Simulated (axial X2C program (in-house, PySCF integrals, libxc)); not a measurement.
Which molecule has these constants?

Calculated with an in-house relativistic program for diatomic molecules, spin-free (one-electron X2C) or two-component (2c: spin–orbit coupling with atomic mean-field Coulomb and Gaunt terms, which also bring small scalar terms), in Dyall basis sets with cores contracted in-house; open shells are unrestricted.

A two-component PBE0 calculation in a Dyall 3-zeta basis gave Re = 1.258 Å, ωe = 1857.0 cm⁻¹, De = 8.15 eV, Ω = 1/2.

Task: Which molecule is it?
A. C₂⁻
B. O₂⁻
C. Li₂⁻
D. F₂⁻
E. Be₂⁻

Result: A. The others have Li₂⁻ 3.078 Å and 223.3 cm⁻¹ (Ω = 1/2); Be₂⁻ 2.238 Å and 440.6 cm⁻¹ (Ω = 1/2); F₂⁻ 1.977 Å and 378.1 cm⁻¹ (Ω = 1/2); O₂⁻ 1.322 Å and 1234.5 cm⁻¹ (Ω = 3/2).

Each entry is the lowest single determinant of a limited PBE0 search at one distance. De goes to single-determinant-based atoms at the same level (for ions the charge split of lowest energy) and is withheld (n/a) where an atom does not fit its ground term or J level. Main or longest-lived isotopes. One determinant is a doubtful description, or other states lie close, for C₂⁻, Li₂⁻, Be₂⁻; these need not be ground states, and all values refer to the states named. Some light 2c atoms are not at their ground J level, so De misses part of their lowering (0.04 eV or less). The functionals have no current term, which raises determinants with orbital currents.
